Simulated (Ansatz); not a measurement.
## InI (SMILES [In][I]): the electronic atomisation energy, rung by rung

The species is InI (2 atoms), meant as a singlet with charge 0. As SMILES, `[In][I]`. The shape comes from GFN2-xTB, which is rough for such elements, and wasn't checked as a minimum.

```xyz
2

In    0.0000    0.0000    0.0000
I     0.0000    0.0000    2.7892
```

Quantity: the electronic atomisation energy, in eV. The values are calculated. Electronic energies at fixed atoms, without zero-point motion or spin-orbit coupling.

| level | kind | program | value (eV) | less FCI/STO-3G | CPU time (all runs) |
| --- | --- | --- | --- | --- | --- |
| revPBE/STO-3G | GGA | Ansatz | 5.43 | +0.63 | 7.3 s |
| BHLYP/STO-3G | global hybrid | Ansatz | 5.16 | +0.36 | 5.1 s |
| PBE0/STO-3G | global hybrid | Ansatz | 5.42 | +0.62 | 5.2 s |
| HSE06/STO-3G | range-separated hybrid | Ansatz | 5.43 | +0.63 | 8.2 s |
| B2PLYP/STO-3G | double hybrid | Ansatz | 5.11 | +0.31 | 7 s |
| CCSD(T)/STO-3G | coupled cluster or CI | Ansatz | 4.80 | 0.00 | 2.4 s |
| CCSDTQ/STO-3G | coupled cluster or CI | Ansatz | 4.80 | 0.00 | 90 s |
| FCI/STO-3G | exact in the basis | Ansatz | 4.80 | 0.00 | 3 s |

FCI/STO-3G is exact within its basis and frozen core, so for wave-function methods in that basis the difference is their error; functionals converge differently with the basis, so for them it is only a difference. All-electron rows without a relativistic Hamiltonian named are non-relativistic. The values span 4.80 to 5.43 eV. All rows use very small basis sets, so none should be taken for the real molecule's value. In the correlated wave-function rows the outer d shell of I, In is correlated, in sets not made for it. CPU times are rough (shared hosts, several kinds of processor and program).
